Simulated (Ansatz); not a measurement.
System: methylidenesilane, CH4Si (charge 0, singlet). 
Geometry from a B3LYP-D3(BJ)/def2-TZVP (Ansatz, a first-principles code) optimisation:
SMILES: C=[SiH2]
```xyz
6

C     -1.1498    -0.0548    -0.0450
Si     0.5479     0.0261     0.0215
H     -1.7685     0.8316    -0.0996
H     -1.6839    -0.9961    -0.0356
H      1.3979    -1.1745     0.0958
H      1.2833     1.3023     0.0091
```
Charge 0, spin multiplicity 1.

Basis-set convergence of Hartree-Fock and CCSD correlation energies (hartree) with Ansatz. Correlated levels leave the core frozen unless marked. Spin-orbit coupling is left out. No relativistic terms.

The Hartree-Fock reference is unstable (checked in the largest basis), which strains HF and MP2. 

| basis | functions | E(HF) | E(corr, CCSD) |
|---|---|---|---|
| cc-pV(D+d)Z | 57 | -329.06544 | -0.27735 |
| cc-pV(T+d)Z | 125 | -329.08975 | -0.32569 |
| cc-pV(Q+d)Z | 239 | -329.09617 | -0.34058 |

Extrapolating the two largest sets (X = 3 and 4) as X^-3: E(corr) = (64·(-0.34058) - 27·(-0.32569))/37 = -0.3514 Eh, an estimate of the basis-set limit. The largest set recovers 96.9 % of it, the smallest 78.9 %.
